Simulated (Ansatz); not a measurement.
## Ansatz (development build ahead of 0.2.0) run

```yaml
crystal:
  periodic: [false, false, false]
  atoms:
    - { symbol: C, position_ang: [1.4, 0.0, 0.0] }
    - { symbol: C, position_ang: [0.7, 1.21244, 0.0] }
    - { symbol: C, position_ang: [-0.7, 1.21244, 0.0] }
    - { symbol: C, position_ang: [-1.4, 0.0, 0.0] }
    - { symbol: C, position_ang: [-0.7, -1.21244, 0.0] }
    - { symbol: C, position_ang: [0.7, -1.21244, 0.0] }
    - { symbol: O, position_ang: [2.65, 0.0, 0.0] }
    - { symbol: H, position_ang: [1.2425, 2.15207, 0.0] }
    - { symbol: O, position_ang: [-1.325, 2.29497, 0.0] }
    - { symbol: H, position_ang: [-2.485, 0.0, 0.0] }
    - { symbol: H, position_ang: [-1.2425, -2.15207, 0.0] }
    - { symbol: H, position_ang: [1.2425, -2.15207, 0.0] }
basis:
  gaussian: { orbitals: def2-SVP }
hamiltonian:
  xc: { name: wB97X }
```

The input is written out in the form of the current development build from the run's settings.

The run gave:

- Converged: yes
- Total energy: -380.94514 hartree
- Spin squared of the determinant: 0.000
- Stability test: minimum among restricted orbitals

Caution: no unrestricted run beside it, a lower state can exist.
